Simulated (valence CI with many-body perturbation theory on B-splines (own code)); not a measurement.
Os³⁶⁺: calculated level list

Computed by relativistic CI+MBPT: four valence electrons over a frozen Dirac-Fock core [Kr], a basis of 7 s, 7 p, 8 d, 6 f, 4 g, 1 h functions for each j, with the one-electron correlation potential Σ1 (screened to all orders), the two-electron term Σ2, the three-electron term Σ3, Breit, model QED; selected single and double excitations, second order for the rest, scaled by the run's own slope (own B-spline code, finite nucleus).

The last digits are not significant, and no measured levels were compared; by estimate large intervals hold to a few tenths of a per cent, small ones and those within an open d or f shell to about a per cent. The list stops below the first excitations out of the core.

Levels 1 to 34 of 34, with energies above the lowest level, (4d3/2^4) J=0. "Leading %" is the weight of the configuration and term that name the level; weights of strongly mixed levels are sums over their largest components and can fall short. In the jj column 3d3/2^4 stands for four electrons in 3d with j = 3/2.

```csv
No.,Configuration,Term,J,E (cm⁻¹),Leading %,Second component,Leading jj
1,4d4,3P,0,0,59,28 % 4d4 5D,4d3/2^4 (98 %)
2,4d4,5D,1,138390,61,39 % 4d4 3P,4d3/2^3 4d5/2 (98 %)
3,4d4,3F,4,179900,29,24 % 4d4 3H,4d3/2^3 4d5/2 (98 %)
4,4d4,5D,2,183070,42,16 % 4d4 3D,4d3/2^3 4d5/2 (90 %)
5,4d4,3F,3,194730,29,23 % 4d4 5D,4d3/2^3 4d5/2 (92 %)
6,4d4,5D,0,306410,65,22 % 4d4 1S,4d3/2^2 4d5/2^2 (97 %)
7,4d4,5D,2,310860,46,19 % 4d4 3F,4d3/2^2 4d5/2^2 (92 %)
8,4d4,3H,4,317080,40,38 % 4d4 5D,4d3/2^2 4d5/2^2 (97 %)
9,4d4,5D,3,321240,48,35 % 4d4 3G,4d3/2^2 4d5/2^2 (91 %)
10,4d4,3H,5,337100,67,32 % 4d4 3G,4d3/2^2 4d5/2^2 (100 %)
11,4d4,3P,1,347970,43,39 % 4d4 3D,4d3/2^2 4d5/2^2 (95 %)
12,4d4,1I,6,348800,51,49 % 4d4 3H,4d3/2^2 4d5/2^2 (99 %)
13,4d4,3F,3,361430,44,25 % 4d4 3D,4d3/2^2 4d5/2^2 (96 %)
14,4d4,3G,4,363290,56,38 % 4d4 1G,4d3/2^2 4d5/2^2 (98 %)
15,4d4,3F,2,367060,32,32 % 4d4 3D,4d3/2^2 4d5/2^2 (96 %)
16,4d4,3F,2,406940,48,29 % 4d4 3P,4d3/2^2 4d5/2^2 (95 %)
17,4d4,3F,4,420370,65,24 % 4d4 1G,4d3/2^2 4d5/2^2 (93 %)
18,4d4,1D,2,457120,37,35 % 4d4 3P,4d3/2^2 4d5/2^2 (91 %)
19,4d4,5D,4,488310,33,24 % 4d4 1G,4d3/2 4d5/2^3 (92 %)
20,4d4,3F,3,490720,44,27 % 4d4 5D,4d3/2 4d5/2^3 (96 %)
21,4d4,3P,0,499470,62,38 % 4d4 1S,4d3/2^2 4d5/2^2 (70 %)
22,4d4,3D,1,506440,53,27 % 4d4 3P,4d3/2 4d5/2^3 (96 %)
23,4d4,3G,5,510850,67,32 % 4d4 3H,4d3/2 4d5/2^3 (100 %)
24,4d4,3H,6,515130,51,49 % 4d4 1I,4d3/2 4d5/2^3 (99 %)
25,4d4,3F,2,535830,47,39 % 4d4 3P,4d3/2 4d5/2^3 (93 %)
26,4d4,3D,3,542450,36,34 % 4d4 1F,4d3/2 4d5/2^3 (98 %)
27,4d4,1S,0,569870,78,17 % 4d4 3P,4d3/2 4d5/2^3 (65 %)
28,4d4,3P,1,586350,90,7 % 4d4 3D,4d3/2 4d5/2^3 (98 %)
29,4d4,3F,3,586810,65,32 % 4d4 1F,4d3/2 4d5/2^3 (99 %)
30,4d4,1G,4,592340,68,22 % 4d4 3F,4d3/2 4d5/2^3 (96 %)
31,4d4,1D,2,602580,64,26 % 4d4 3P,4d3/2 4d5/2^3 (85 %)
32,4d4,3F,4,686530,47,21 % 4d4 1G,4d5/2^4 (97 %)
33,4d4,1D,2,719340,37,24 % 4d4 3D,4d5/2^4 (91 %)
34,4d4,1S,0,800230,49,48 % 4d4 3P,4d5/2^4 (89 %)
```

The ionisation energy to 4d3 4F_3/2 of the next ion comes out as 1607 eV (NIST: 1606 ± 5 eV (theoretical)). All 34 levels together are meant to be complete up to 1060500 cm⁻¹.
